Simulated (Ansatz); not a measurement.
Geometry optimisation, Ansatz 0.2.0, RKS PBE0/def2-SVP.

input.yaml

```yaml
crystal:
  periodic: [false, false, false]
  atoms:
    - { symbol: C, position_ang: [1.0322, 0.8363, 1.4908] }
    - { symbol: C, position_ang: [0.1709, 0.1056, 0.7485] }
    - { symbol: Se, position_ang: [-0.0446, -1.7549, 1.1567] }
    - { symbol: C, position_ang: [-0.5377, 0.6869, -0.3922] }
    - { symbol: Ga, position_ang: [-0.9918, -0.4621, -1.8249] }
    - { symbol: H, position_ang: [1.0931, 1.9542, 1.2547] }
    - { symbol: H, position_ang: [1.5723, 0.4636, 2.311] }
    - { symbol: H, position_ang: [1.1795, -2.0858, 0.209] }
    - { symbol: H, position_ang: [-1.2976, 1.4834, 0.0179] }
    - { symbol: H, position_ang: [0.0734, 1.0945, -1.135] }
    - { symbol: H, position_ang: [-1.94055, -0.20615, -2.1485] }
    - { symbol: H, position_ang: [-0.35483, -0.53246, -2.92877] }
basis:
  gaussian: { orbitals: def2-SVP }
hamiltonian:
  xc: pbe0
relax:
  f_tol: 0.015
  max_steps: 40
output:
  orbitals: {}
```

Run as:

```bash
$ ansatz run input.yaml --threads 2 --pin off --max-ram 3072MiB --backend cpu --events-out ev --progress --plain --runs-dir out
```

Problem. Where does it end, and by what steps?

Solution. The forces met the threshold. After 19 steps the energy has fallen by 8.123 eV; H10 moved furthest, 1.13 Å. The start is strongly strained (largest force component 26 eV/Å). Joined: Se3–Ga5 (3.39 → 2.81 Å).

```
step  energy less start (eV)  largest force component (eV/Å)  accepted
   0                  0.0000                          26.416       yes
   1                 -4.9388                          10.125       yes
   2                 -6.7111                           4.172       yes
   3                 -7.4500                           1.280       yes
   4                 -7.7615                           0.693       yes
   5                 -7.8625                           0.641       yes
   6                 -7.9703                           0.785       yes
   7                 -7.9663                           1.383        no
   8                 -8.0457                           0.346       yes
   9                 -8.0626                           0.180       yes
  10                 -8.0753                           0.303       yes
  11                 -8.0844                           0.233       yes
  12                 -8.1008                           0.168       yes
  13                 -8.1083                           0.223       yes
  14                 -8.1150                           0.166       yes
  15                 -8.1196                           0.123       yes
  16                 -8.1220                           0.084       yes
  17                 -8.1222                           0.044       yes
  18                 -8.1225                           0.021       yes
  19                 -8.1226                           0.012       yes
```

```xyz
12
Properties=species:S:1:pos:R:3
C 1.272 0.714 1.248
C 0.150 0.342 0.630
Se -0.535 -1.486 0.771
C -0.681 1.071 -0.360
Ga -0.828 -0.355 -1.791
H 1.662 1.724 1.090
H 1.839 0.051 1.906
H 0.767 -2.162 0.662
H -1.704 1.235 0.023
H -0.248 2.047 -0.624
H -2.248 -0.781 -2.314
H 0.508 -0.815 -2.483
```

Whether the end is a true minimum wasn't checked by a vibrational analysis.

Time of the run: 2 min on 2 threads of Arm Neoverse V2, with other jobs on the host, peak memory 0.47 GiB.
